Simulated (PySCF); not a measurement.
SMILES c1(/C=C\F)sccc1 (C₆H₅FS) (GFN2-xTB optimised geometry):

```
13

F      0.109    -2.949     0.000
C     -1.145    -2.467     0.000
C     -1.433    -1.168     0.000
C     -0.500    -0.074     0.000
C      0.871    -0.074     0.000
C      1.422     1.221     0.000
C      0.475     2.197     0.000
S     -1.115     1.556     0.000
H     -1.877    -3.260     0.000
H     -2.479    -0.901     0.000
H      1.462    -0.971     0.000
H      2.479     1.419     0.000
H      0.614     3.260     0.000
```

Computed with PBE/def2-TZVP (PySCF).

What are the frontier orbital energies and the dipole moment?

HOMO-2 -7.37 eV, HOMO-1 -6.29 eV, HOMO -5.28 eV, LUMO -1.93 eV, LUMO+1 -0.56 eV; dipole moment 0.60 D.

Meta-Löwdin charges at PBE/def2-TZVP: F1 -0.24, C2 0.14, C3 -0.18, C4 -0.12, C5 -0.16, C6 -0.15, C7 -0.27, S8 0.29, H9 0.13, H10 0.14, H11 0.14, H12 0.13, H13 0.14.
